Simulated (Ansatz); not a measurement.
dimethyl selenide (C₂H₆Se), singlet, at a GFN2-xTB geometry; PBE/6-311G** (Ansatz, a first-principles code).

Here is a job for Ansatz.
Ansatz 0.2 input:
```yaml
crystal:
  periodic: [false, false, false]
  atoms:
    - {symbol: C, position_ang: [1.42745564, -0.35252996, 0.80410118]}
    - {symbol: Se, position_ang: [0.01857231, 0.17766848, -0.43947715]}
    - {symbol: C, position_ang: [-1.49174355, -0.26246801, 0.71714532]}
    - {symbol: H, position_ang: [1.32047632, -1.40944573, 1.03668694]}
    - {symbol: H, position_ang: [2.38153568, -0.17314924, 0.31701118]}
    - {symbol: H, position_ang: [1.35160354, 0.24752203, 1.70786870]}
    - {symbol: H, position_ang: [-1.46408325, -1.32353763, 0.95374167]}
    - {symbol: H, position_ang: [-2.40230747, -0.02556005, 0.17451211]}
    - {symbol: H, position_ang: [-1.43295603, 0.33343014, 1.62492343]}
basis:
  gaussian:
    orbitals: 6-311G__.json
hamiltonian:
  xc: pbe
```
The basis file holds 6-311G** in the JSON format of the Basis Set Exchange.

It wrote (shortened):

```
Functional definition: PBE
948 factors; their error is unknown
mean field evaluation 1: about -67495.6234 eV, gradient 7.5e1 eV
mean field evaluation 2: about -67472.8786 eV, gradient 1.1e2 eV
mean field evaluation 4: about -67508.1202 eV, gradient 5.8e0 eV
mean field evaluation 8: about -67508.1877 eV, gradient 5.2e-2 eV
mean field evaluation 16: about -67508.1627 eV, gradient 5.1e-5 eV
mean field -67508.16269664 eV, -2480.8792204255 hartree, gradient 1.4e-5 eV, S^2 0.000000; 0 other end points of the search recorded, 0 dependent functions left out
reference -67508.16272991 eV, -2480.8792216481 hartree; 26, 26 occupied and 90, 90 virtual orbitals, 948 factors
Total energy: -67508.16272991 eV, -2480.8792216481 hartree
```
